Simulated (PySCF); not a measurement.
C2H2N3, SMILES [N]1C=NC=N1, multiplicity 2. Atoms are numbered in the order given.

```xyz
7

C      0.0000     1.0508     0.3286
N      0.0000     0.0000     1.1578
C      0.0000    -1.0508     0.3286
N      0.0000    -0.6184    -0.9472
N      0.0000     0.6184    -0.9472
H      0.0000     2.1016     0.6066
H      0.0000    -2.1016     0.6066
```
Charge 0, spin multiplicity 2.

Geometry optimised at PBE0-D3(BJ)/def2-SVP. The isomer is the one that the SMILES or the coordinates give; other isomers of the formula were not compared.

Calculation: PBE/def2-TZVP (PySCF).

ESP charges are fitted to the potential on shells at 1.4 to 2.0 van der Waals radii. Atomic charges (e):

| atom | meta-Löwdin | ESP fit | Mulliken | Mulliken spin |
|---|---|---|---|---|
| C1 | 0.01 | 0.28 | -0.01 | 0.06 |
| N2 | -0.28 | -0.54 | -0.23 | 0.02 |
| C3 | 0.01 | 0.28 | -0.01 | 0.06 |
| N4 | -0.02 | -0.10 | -0.02 | 0.43 |
| N5 | -0.02 | -0.10 | -0.02 | 0.43 |
| H6 | 0.15 | 0.09 | 0.14 | 0.00 |
| H7 | 0.15 | 0.09 | 0.14 | 0.00 |

Computed Mayer and Wiberg (Löwdin basis) orders of the bonds:
```json
[
 {"bond": "C1–N2", "Mayer": "1.50", "Wiberg": "1.80"},
 {"bond": "N2–C3", "Mayer": "1.50", "Wiberg": "1.80"},
 {"bond": "C3–N4", "Mayer": "1.39", "Wiberg": "1.70"},
 {"bond": "C1–N5", "Mayer": "1.39", "Wiberg": "1.70"},
 {"bond": "N4–N5", "Mayer": "1.65", "Wiberg": "2.07"},
 {"bond": "C1–H6", "Mayer": "0.96", "Wiberg": "0.88"},
 {"bond": "C3–H7", "Mayer": "0.96", "Wiberg": "0.88"}
]
```
